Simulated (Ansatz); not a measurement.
Start from `CC(C)=CC(C)C` and change one atom or group to get `CC(C)=CBF`.

Ansatz, PBE0-D4/def2-TZVP geometries, multiplicity 1. Each molecule was computed in one conformer, which needn't be the lowest.

```tsv
property	`CC(C)=CC(C)C`
HOMO energy (ωB97M-V/def2-TZVPP) / eV	-8.85
HOMO energy (PBE0/def2-TZVPP) / eV	-6.63
HOMO energy (B3LYP/def2-TZVPP) / eV	-6.43
size of the dipole moment (PBE/def2-TZVPP) / D	0.37
HOMO–LUMO gap (PBE0/def2-TZVPP) / eV	7.42
LUMO energy (PBE/def2-TZVPP) / eV	-0.24
```

(1) What does the change do to each property? (Best estimate.)

Answers

(1) The calculation gave: 
| property | `CC(C)=CBF` | shift |
| --- | --- | --- |
| HOMO energy (ωB97M-V/def2-TZVPP) / eV | -9.81 | -0.96 |
| HOMO energy (PBE0/def2-TZVPP) / eV | -7.65 | -1.02 |
| HOMO energy (B3LYP/def2-TZVPP) / eV | -7.43 | -1.00 |
| size of the dipole moment (PBE/def2-TZVPP) / D | 2.83 | 2.46 |
| HOMO–LUMO gap (PBE0/def2-TZVPP) / eV | 6.30 | -1.12 |
| LUMO energy (PBE/def2-TZVPP) / eV | -2.28 | -2.04 |

With PBE0 the HOMO falls by 1.02 eV and the LUMO falls by 2.12 eV, so the gap narrows by about 1.10 eV. PBE moves the HOMO by -1.03 eV and ωB97M-V by -0.96 eV. Dipoles are sizes alone; their direction can turn.

Positive LUMOs are unbound, so they and the gaps depend on the basis.

B3LYP here is the variant with VWN-RPA as its local correlation; programs differ in this.
